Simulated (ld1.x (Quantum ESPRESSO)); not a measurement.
**Tc: one change to a TM potential, before and after**

ld1.x (Quantum ESPRESSO) 7.5 input, shortened:

```
&input
   title='Tc', zed=43., rel=0, dft='PBESOL', iswitch=3,
   config='[Kr] 4d5 4f-2 5s1.75 5p0.25'
 /
 &inputp
   pseudotype=2, tm=.true., lloc=0,
   nlcc=.false.
 /
4
5P  2  1   0.25   0.00  2.65  2.65  0.0
4D  3  2   5.00   0.00  1.80  1.80  0.0
4F  4  3  -2.00   0.25  2.40  2.40  0.0
5S  1  0   1.75   0.00  2.80  2.80  0.0
 &test
   configts(1)='4d5 5s1.75 5p0.25'
 /
```

Change: core correction a·sin(br)/r model core inside 1.10 bohr.

Cutoffs: the cutoffs (Ry, on a coarse ladder) from which the occupation-weighted sum of valence levels, in a spherical-Bessel basis at the reference potential, stays within 10 and 1 mRy of its value at 400 Ry; they do not see the model core or the augmentation charge, which bear on the density cutoff. Errors are all-electron minus pseudo energies relative to the spin-unpolarised reference configuration.

Question: How do hardness, ghosts and transferability respond?

Answer: The potential gets neither clearly harder nor softer (45 Ry and 55 Ry → 45 Ry and 55 Ry); of the 7 tests that both files solve, the error grows in 6 and shrinks in 0 by more than 15 % and 0.3 meV (median size 28.3 → 40.6 meV); neither file shows a bound ghost. A model core, the more so a compact one, raises the density cutoff, which this test does not measure.

```csv
quantity,base,changed
"cutoff, loose",45 Ry,45 Ry
"cutoff, tight",55 Ry,55 Ry
bound ghosts,none,none
"error for 4d5 5s2 5p0, meV [ΔE -0.85 eV]",0.0,-0.1
"error for 4d5 5s1 5p0, meV [ΔE 7.00 eV]",-2.1,-4.6
"error for 4d5 5s0 5p0, meV [ΔE 21.29 eV]",+13,-41
"error for 4d4 5s2 5p0, meV [ΔE 11.41 eV]",-106,-164
"error for 4d5.5 5s1.5 5p0, meV [ΔE -1.85 eV]",-28,-38
"error for 4d3 5s0 5p0, meV [ΔE 92.86 eV]",-418,-1095
"error for 4d4 5s0 5p0, meV [ΔE 50.36 eV]",-67,-257
s: phases at 3.06 bohr within 0.05 rad from the reference energy up to (Ry; the scan ends near 5),1.9,1.9
p: phases at 3.06 bohr within 0.05 rad from the reference energy up to (Ry; the scan ends near 5),2.8,2.8
d: phases at 3.06 bohr within 0.05 rad from the reference energy up to (Ry; the scan ends near 5),0.5,0.5
f: phases at 3.06 bohr within 0.05 rad from the reference energy up to (Ry; the scan ends near 5),1.3,1.3
```
